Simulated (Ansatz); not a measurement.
A short molecular-dynamics run on C5H9AlO4, SMILES `CC1=CC(C)=[O+][Al-]([OH])([OH])[O]1`.

```yaml
crystal:
  periodic: [false, false, false]
  atoms:
    - {symbol: C, position_ang: [2.188687, -1.133510, -1.343641]}
    - {symbol: C, position_ang: [1.085172, -0.522907, -0.548479]}
    - {symbol: C, position_ang: [-0.200015, -0.417601, -1.080362]}
    - {symbol: C, position_ang: [-1.269771, 0.125099, -0.368479]}
    - {symbol: C, position_ang: [-2.629964, 0.192439, -0.975323]}
    - {symbol: O, position_ang: [-1.171839, 0.584114, 0.815444]}
    - {symbol: Al, position_ang: [0.350527, 0.785577, 1.791011]}
    - {symbol: O, position_ang: [0.258379, 0.026663, 3.312923]}
    - {symbol: O, position_ang: [0.800478, 2.427699, 1.773107]}
    - {symbol: O, position_ang: [1.402904, -0.124394, 0.618655]}
    - {symbol: H, position_ang: [2.981365, -0.392286, -1.472897]}
    - {symbol: H, position_ang: [1.854876, -1.484580, -2.318113]}
    - {symbol: H, position_ang: [2.618900, -1.964144, -0.779196]}
    - {symbol: H, position_ang: [-0.377294, -0.783994, -2.080722]}
    - {symbol: H, position_ang: [-2.662338, -0.239161, -1.973791]}
    - {symbol: H, position_ang: [-3.337498, -0.327493, -0.325144]}
    - {symbol: H, position_ang: [-2.945552, 1.237920, -1.017363]}
    - {symbol: H, position_ang: [0.019238, -0.886755, 3.444649]}
    - {symbol: H, position_ang: [0.992046, 2.893015, 2.584122]}
basis:
  gaussian: {orbitals: "6-31G*"}
magnetization: {spin_polarized: true, initial_magnetization: 0}
hamiltonian: {xc: {name: revPBE}, dispersion: d3bj}
md: {timestep: 0.5 fs, n_steps: 50, ensemble: nvt_langevin, temperature: 300, initial_velocities: maxwell_boltzmann, friction: 0.01, seed: 622}
```

```sh
$ ansatz run in.yaml --threads 4 --pin off --events-out ev --progress --plain --max-ram 46080MiB --backend cpu
```

| step | time (fs) | potential energy (eV) | kinetic (eV) | T (K) | conserved (eV) |
| --- | --- | --- | --- | --- | --- |
| 0 | 0.0 | -20116.9702 | 0.6980 | 284 | – |
| 1 | 0.5 | -20116.9329 | 0.6761 | 275 | – |
| 2 | 1.0 | -20116.8696 | 0.6336 | 258 | – |
| 3 | 1.5 | -20116.8050 | 0.5574 | 227 | – |
| 4 | 2.0 | -20116.7619 | 0.5342 | 218 | – |
| 5 | 2.5 | -20116.7476 | 0.5221 | 213 | – |
| 6 | 3.0 | -20116.7548 | 0.5299 | 216 | – |
| 7 | 3.5 | -20116.7640 | 0.5092 | 207 | – |
| 8 | 4.0 | -20116.7600 | 0.5138 | 209 | – |
| 9 | 4.5 | -20116.7389 | 0.4991 | 203 | – |
| 10 | 5.0 | -20116.7095 | 0.4611 | 188 | – |
| 11 | 5.5 | -20116.6758 | 0.4250 | 173 | – |
| 12 | 6.0 | -20116.6415 | 0.4012 | 163 | – |
| 13 | 6.5 | -20116.6148 | 0.4047 | 165 | – |
| 14 | 7.0 | -20116.5975 | 0.4157 | 169 | – |
| 15 | 7.5 | -20116.5880 | 0.4172 | 170 | – |
| 16 | 8.0 | -20116.5834 | 0.4262 | 174 | – |
| 17 | 8.5 | -20116.5846 | 0.4225 | 172 | – |
| 18 | 9.0 | -20116.5965 | 0.4766 | 194 | – |
| 19 | 9.5 | -20116.6225 | 0.4904 | 200 | – |
| 20 | 10.0 | -20116.6611 | 0.5342 | 218 | – |
| 21 | 10.5 | -20116.7057 | 0.5978 | 243 | – |
| 22 | 11.0 | -20116.7457 | 0.6476 | 264 | – |
| 23 | 11.5 | -20116.7630 | 0.6754 | 275 | – |
| 24 | 12.0 | -20116.7457 | 0.6652 | 271 | – |
| 25 | 12.5 | -20116.6993 | 0.6230 | 254 | – |
| 26 | 13.0 | -20116.6409 | 0.5555 | 226 | – |
| 27 | 13.5 | -20116.5957 | 0.4830 | 197 | – |
| 28 | 14.0 | -20116.5842 | 0.4882 | 199 | – |
| 29 | 14.5 | -20116.6058 | 0.5159 | 210 | – |
| 30 | 15.0 | -20116.6391 | 0.5542 | 226 | – |
| 31 | 15.5 | -20116.6680 | 0.5851 | 238 | – |
| 32 | 16.0 | -20116.6809 | 0.5837 | 238 | – |
| 33 | 16.5 | -20116.6719 | 0.5500 | 224 | – |
| 34 | 17.0 | -20116.6476 | 0.5148 | 210 | – |
| 35 | 17.5 | -20116.6173 | 0.4678 | 190 | – |
| 36 | 18.0 | -20116.5927 | 0.4514 | 184 | – |
| 37 | 18.5 | -20116.5839 | 0.4311 | 176 | – |
| 38 | 19.0 | -20116.5949 | 0.4710 | 192 | – |
| 39 | 19.5 | -20116.6236 | 0.5188 | 211 | – |
| 40 | 20.0 | -20116.6674 | 0.5764 | 235 | – |
| 41 | 20.5 | -20116.7167 | 0.6273 | 255 | – |
| 42 | 21.0 | -20116.7601 | 0.6780 | 276 | – |
| 43 | 21.5 | -20116.7890 | 0.7202 | 293 | – |
| 44 | 22.0 | -20116.7968 | 0.7457 | 304 | – |
| 45 | 22.5 | -20116.7822 | 0.7268 | 296 | – |
| 46 | 23.0 | -20116.7512 | 0.6952 | 283 | – |
| 47 | 23.5 | -20116.7151 | 0.6915 | 282 | – |
| 48 | 24.0 | -20116.6847 | 0.6448 | 263 | – |
| 49 | 24.5 | -20116.6666 | 0.6423 | 262 | – |
| 50 | 25.0 | -20116.6577 | 0.6599 | 269 | – |

Velocities are drawn at the set temperature; a run this short doesn't reach equilibrium.

Frames (Å, forces in eV/Å):

```xyz
19
time=0.0 fs
C     2.189   -1.134   -1.344    0.154   -0.084   -0.107
C     1.085   -0.523   -0.548   -0.105   -0.313   -0.839
C    -0.200   -0.418   -1.080   -0.065   -0.129   -0.388
C    -1.270    0.125   -0.368   -0.189   -0.287   -0.834
C    -2.630    0.192   -0.975   -0.188    0.009   -0.080
O    -1.172    0.584    0.815   -0.527    0.540    1.147
Al    0.351    0.786    1.791    0.008   -0.018    0.161
O     0.258    0.027    3.313    0.182    0.462    0.742
O     0.800    2.428    1.773    0.064    0.461   -0.799
O     1.403   -0.124    0.619    0.885    0.152    1.039
H     2.981   -0.392   -1.473    0.305    0.227   -0.075
H     1.855   -1.485   -2.318   -0.082   -0.140   -0.359
H     2.619   -1.964   -0.779    0.184   -0.303    0.159
H    -0.377   -0.784   -2.081   -0.064   -0.132   -0.361
H    -2.662   -0.239   -1.974   -0.052   -0.147   -0.361
H    -3.337   -0.327   -0.325   -0.288   -0.175    0.195
H    -2.946    1.238   -1.017   -0.154    0.353   -0.039
H     0.019   -0.887    3.445   -0.219   -0.821    0.066
H     0.992    2.893    2.584    0.152    0.344    0.735
19
time=3.0 fs
C     2.202   -1.128   -1.349   -1.923   -1.757   -0.172
C     1.073   -0.522   -0.566    1.139   -0.454    0.744
C    -0.207   -0.414   -1.082    0.484   -0.371   -0.769
C    -1.247    0.136   -0.358   -1.931   -0.003   -1.116
C    -2.631    0.191   -0.978   -0.761   -0.473   -0.495
O    -1.187    0.585    0.832   -0.243    0.532    0.884
Al    0.347    0.795    1.779    0.062   -0.837    0.620
O     0.255    0.022    3.301    0.006   -0.104    0.772
O     0.804    2.417    1.779    0.112    0.863   -0.929
O     1.417   -0.124    0.621    0.304   -0.059   -0.118
H     2.946   -0.412   -1.376    1.941    1.985   -0.723
H     1.842   -1.496   -2.327    0.420    0.259   -0.017
H     2.691   -1.951   -0.820   -0.242   -0.425    0.358
H    -0.354   -0.811   -2.081   -0.310    0.071   -0.174
H    -2.683   -0.311   -1.989    0.113    0.496    0.732
H    -3.339   -0.355   -0.300    0.296    0.288   -0.262
H    -3.021    1.238   -1.057    0.342   -0.445    0.052
H     0.084   -0.896    3.554   -0.006    0.022   -0.231
H     1.018    2.882    2.581    0.197    0.412    0.843
19
time=6.0 fs
C     2.207   -1.132   -1.356    1.204    0.853   -0.095
C     1.069   -0.524   -0.575    1.768   -0.445    1.263
C    -0.213   -0.409   -1.093    0.916   -0.530   -0.965
C    -1.232    0.149   -0.358   -2.932    0.218   -0.706
C    -2.635    0.185   -0.979   -0.472   -0.667    0.078
O    -1.205    0.588    0.849    0.083    0.329    0.155
Al    0.345    0.803    1.771    0.058   -1.472    0.952
O     0.250    0.013    3.294   -0.092   -0.950    1.002
O     0.809    2.412    1.780    0.731    2.386    0.899
O     1.433   -0.124    0.621   -0.206   -0.163   -0.732
H     3.027   -0.296   -1.363   -1.236   -1.157   -0.663
H     1.850   -1.489   -2.350    0.608    0.337    0.242
H     2.759   -1.948   -0.824   -0.705    0.173   -0.032
H    -0.361   -0.821   -2.102   -0.295    0.309    0.305
H    -2.689   -0.357   -1.948    0.137    0.327    0.175
H    -3.328   -0.361   -0.285    0.318    0.340   -0.207
H    -3.056    1.207   -1.096    0.361   -0.176    0.084
H     0.155   -0.917    3.623    0.107    1.077   -0.707
H     1.046    2.913    2.611   -0.352   -0.789   -1.049
19
time=9.0 fs
C     2.214   -1.131   -1.366    1.783    2.120    0.647
C     1.075   -0.530   -0.579    1.415   -0.198    0.976
C    -0.216   -0.410   -1.111    1.057   -0.018    0.232
C    -1.234    0.161   -0.361   -2.658    0.115   -0.200
C    -2.640    0.175   -0.981    0.538   -0.803    0.435
O    -1.223    0.597    0.868    0.285    0.000   -0.883
Al    0.345    0.809    1.767    0.077   -1.688    1.294
O     0.243   -0.005    3.294    0.035    1.702   -0.379
O     0.812    2.419    1.788    0.131    1.079   -0.968
O     1.447   -0.124    0.617   -0.498   -0.217   -0.899
H     3.032   -0.245   -1.413   -1.578   -1.713   -0.296
H     1.902   -1.443   -2.351    0.079   -0.255   -0.686
H     2.764   -1.919   -0.813   -0.431   -0.018   -0.072
H    -0.377   -0.800   -2.115   -0.270    0.134   -0.006
H    -2.695   -0.397   -1.904    0.135   -0.018   -0.577
H    -3.304   -0.341   -0.285   -0.270   -0.114    0.441
H    -3.057    1.160   -1.119   -0.047    0.848   -0.106
H     0.232   -0.870    3.662    0.002   -1.332    0.217
H     1.055    2.902    2.570    0.214    0.377    0.828
19
time=12.0 fs
C     2.230   -1.116   -1.371   -0.851    0.381   -0.239
C     1.092   -0.538   -0.582    0.334    0.090    0.246
C    -0.206   -0.413   -1.127    0.383    0.827    1.768
C    -1.252    0.173   -0.364   -1.152   -0.380    0.047
C    -2.642    0.157   -0.975    0.290   -0.130   -0.495
O    -1.241    0.607    0.884    0.389   -0.223   -1.605
Al    0.347    0.810    1.765    0.155   -1.461    1.293
O     0.232   -0.017    3.292    0.022   -0.052    0.347
O     0.818    2.434    1.791    0.174    0.996   -0.481
O     1.457   -0.126    0.606   -0.487   -0.130   -0.517
H     2.913   -0.300   -1.489    1.044    0.829   -0.010
H     1.963   -1.404   -2.382   -0.278   -0.553   -0.347
H     2.724   -1.887   -0.806    0.390   -0.736    0.288
H    -0.397   -0.760   -2.124   -0.173   -0.164   -0.512
H    -2.680   -0.455   -1.899    0.048    0.401    0.045
H    -3.298   -0.325   -0.264   -0.521   -0.289    0.613
H    -3.058    1.165   -1.140    0.174    0.057   -0.098
H     0.310   -0.895    3.713    0.012    0.527   -0.649
H     1.077    2.911    2.586    0.047    0.010    0.307
19
time=15.0 fs
C     2.241   -1.097   -1.382   -0.759   -1.186   -0.571
C     1.109   -0.546   -0.580   -0.674    0.419   -0.896
C    -0.194   -0.407   -1.128   -0.521    0.758    1.107
C    -1.271    0.182   -0.361    0.256   -0.787    0.169
C    -2.637    0.136   -0.965   -1.135    0.305   -0.291
O    -1.258    0.616    0.892    0.553   -0.259   -1.664
Al    0.349    0.803    1.767    0.254   -0.802    1.039
O     0.220   -0.021    3.289    0.123   -0.630    0.654
O     0.819    2.454    1.791    0.400    1.049    0.617
O     1.465   -0.132    0.590   -0.274    0.116    0.485
H     2.885   -0.276   -1.566    1.480    1.070    0.302
H     2.004   -1.405   -2.426   -0.372   -0.472    0.604
H     2.697   -1.895   -0.762    0.347    0.183   -0.502
H    -0.420   -0.735   -2.161    0.219    0.107    0.586
H    -2.656   -0.477   -1.903   -0.125    0.476    0.514
H    -3.319   -0.315   -0.196    0.254    0.151   -0.486
H    -3.056    1.175   -1.159    0.439   -0.807    0.065
H     0.395   -0.895    3.720   -0.107    1.015   -0.884
H     1.105    2.920    2.621   -0.358   -0.704   -0.849
19
time=18.0 fs
C     2.246   -1.086   -1.398    1.582    0.795   -0.504
C     1.123   -0.545   -0.583   -0.992    0.666   -1.520
C    -0.180   -0.392   -1.120   -1.153    0.626    0.571
C    -1.284    0.185   -0.359    1.003   -0.904    0.378
C    -2.640    0.119   -0.957   -0.743    0.272    0.800
O    -1.274    0.625    0.891    0.739   -0.274   -1.483
Al    0.352    0.794    1.769    0.322    0.104    0.654
O     0.209   -0.023    3.285   -0.390    1.073   -0.199
O     0.821    2.480    1.794   -0.440   -0.721   -1.174
O     1.472   -0.133    0.578   -0.079    0.281    1.240
H     2.976   -0.180   -1.615   -0.822   -1.683    0.878
H     2.017   -1.430   -2.423   -0.426   -0.325    0.346
H     2.687   -1.898   -0.754    0.372    0.599   -0.778
H    -0.435   -0.707   -2.166    0.445    0.145    0.933
H    -2.639   -0.438   -1.880   -0.234   -0.598   -0.523
H    -3.324   -0.299   -0.167    0.264    0.085   -0.718
H    -3.010    1.123   -1.184   -0.141    0.422    0.023
H     0.483   -0.845    3.670    0.401   -0.873    0.115
H     1.109    2.882    2.606    0.292    0.311    0.963
19
time=21.0 fs
C     2.264   -1.066   -1.419    0.883    0.813    0.017
C     1.129   -0.540   -0.593   -0.571    0.858   -1.119
C    -0.172   -0.372   -1.105   -1.066    0.743    1.293
C    -1.293    0.180   -0.357    1.333   -0.803    0.640
C    -2.646    0.105   -0.943    0.204    0.272   -0.642
O    -1.286    0.633    0.881    0.911   -0.238   -1.042
Al    0.356    0.785    1.771    0.317    0.817    0.128
O     0.194   -0.022    3.278    0.043   -0.430    0.658
O     0.820    2.500    1.791   -0.222   -0.717   -0.241
O     1.478   -0.129    0.572    0.019    0.206    1.283
H     3.007   -0.206   -1.593   -0.699   -1.050    0.389
H     2.015   -1.475   -2.395   -0.413   -0.164   -0.344
H     2.721   -1.847   -0.804    0.559   -0.136   -0.038
H    -0.405   -0.669   -2.111    0.030   -0.315   -0.549
H    -2.628   -0.427   -1.885   -0.273   -0.688   -0.339
H    -3.322   -0.288   -0.197   -0.548   -0.405    0.231
H    -2.975    1.098   -1.203   -0.413    0.994    0.020
H     0.588   -0.843    3.630   -0.061    0.365   -0.388
H     1.127    2.862    2.640   -0.032   -0.122    0.044
19
time=24.0 fs
C     2.286   -1.044   -1.439   -2.132   -2.179   -0.042
C     1.133   -0.531   -0.614    0.098    1.112    0.305
C    -0.173   -0.348   -1.080   -0.612    0.036   -0.020
C    -1.296    0.170   -0.353    0.849   -0.538    0.817
C    -2.652    0.094   -0.931   -0.414    0.549   -2.315
O    -1.295    0.643    0.868    1.088   -0.168   -0.435
Al    0.360    0.775    1.776    0.265    1.479   -0.507
O     0.182   -0.021    3.272    0.418   -1.238    1.158
O     0.816    2.515    1.788    0.013   -0.736    0.613
O     1.482   -0.122    0.570    0.038   -0.041    0.729
H     3.011   -0.316   -1.544    1.626    2.207   -0.656
H     2.000   -1.538   -2.384   -0.055    0.468   -0.077
H     2.802   -1.801   -0.875    0.300   -0.812    0.720
H    -0.363   -0.660   -2.093   -0.231   -0.223   -0.475
H    -2.646   -0.468   -1.913   -0.194    0.216    0.906
H    -3.361   -0.322   -0.214   -0.222   -0.105    0.141
H    -2.969    1.139   -1.208   -0.060   -0.491    0.360
H     0.687   -0.820    3.572   -0.454    0.846   -0.456
H     1.132    2.842    2.671   -0.320   -0.382   -0.767
19
time=25.0 fs
C     2.290   -1.038   -1.447   -2.097   -2.732    0.173
C     1.134   -0.528   -0.621    0.333    1.227    0.867
C    -0.175   -0.340   -1.070   -0.387   -0.410   -1.028
C    -1.296    0.166   -0.351    0.476   -0.405    0.829
C    -2.655    0.092   -0.930   -0.740    0.540   -2.114
O    -1.297    0.647    0.863    1.132   -0.140   -0.211
Al    0.362    0.774    1.779    0.211    1.646   -0.690
O     0.178   -0.023    3.271   -0.010   -0.570    0.901
O     0.814    2.519    1.788   -0.117   -0.959    0.299
O     1.484   -0.118    0.571    0.005   -0.157    0.438
H     3.032   -0.328   -1.536    1.653    2.376   -0.794
H     1.991   -1.556   -2.379    0.065    0.635   -0.051
H     2.834   -1.801   -0.887   -0.085   -0.530    0.584
H    -0.352   -0.660   -2.103   -0.231   -0.023    0.104
H    -2.660   -0.480   -1.908   -0.120    0.317    0.878
H    -3.380   -0.336   -0.217    0.100    0.114   -0.051
H    -2.971    1.149   -1.203    0.011   -0.800    0.394
H     0.709   -0.790    3.542   -0.007    0.083   -0.107
H     1.130    2.832    2.667   -0.192   -0.212   -0.421
```

Hardware: 4 threads of an AMD EPYC 7R13 on a shared host. Wall time 3.5 min, peak host memory 0.98 GiB.
